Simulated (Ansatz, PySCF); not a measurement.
SiCl₂Br₂, SMILES Cl[Si](Cl)(Br)Br. Atoms are numbered in the order given.

```xyz
5

Cl     0.0000    -1.6605     1.6035
Si     0.0000     0.0000     0.4172
Cl     0.0000     1.6605     1.6035
Br     1.7978     0.0000    -0.8432
Br    -1.7978     0.0000    -0.8432
```
Charge 0, spin multiplicity 1.

Geometry: PBE0-D3(BJ)/def2-SVP.

Two levels are set side by side: PBE-D3(BJ)/def2-SVP (Ansatz, a quantum-chemistry and plane-wave program) and PBE0-D3(BJ)/def2-SVP (Ansatz). Each level has its own optimised geometry; the coordinates shown are those of the second. Frequencies come from the Hessian of PySCF at each geometry. Differences are taken from unrounded values.

```
quantity                            PBE0-D3(BJ)
----------------------------------  -----------
mean bond length (Å)                      2.118
bond Cl1–Si2 (Å)                          2.041
bond Si2–Cl3 (Å)                          2.041
bond Si2–Br4 (Å)                          2.196
bond Si2–Br5 (Å)                          2.196
highest harmonic wavenumber (cm⁻¹)          628
mean harmonic wavenumber (cm⁻¹)             312
zero-point energy (kcal/mol)               4.02
```

Q: What does PBE-D3(BJ) give, and how far is it from PBE0-D3(BJ)? (An estimate is asked for; the answer gives what the named calculation found.)

A: 
| quantity | PBE-D3(BJ) | PBE-D3(BJ) minus PBE0-D3(BJ) |
|---|---|---|
| mean bond length (Å) | 2.136 | 0.018 |
| bond Cl1–Si2 (Å) | 2.057 | 0.017 |
| bond Si2–Cl3 (Å) | 2.057 | 0.017 |
| bond Si2–Br4 (Å) | 2.215 | 0.019 |
| bond Si2–Br5 (Å) | 2.215 | 0.019 |
| highest harmonic wavenumber (cm⁻¹) | 603 | -25 |
| mean harmonic wavenumber (cm⁻¹) | 299 | -13 |
| zero-point energy (kcal/mol) | 3.85 | -0.17 |

Exact exchange shortens and stiffens bonds; PBE has none. Differences between two approximate levels are no errors against the true value.
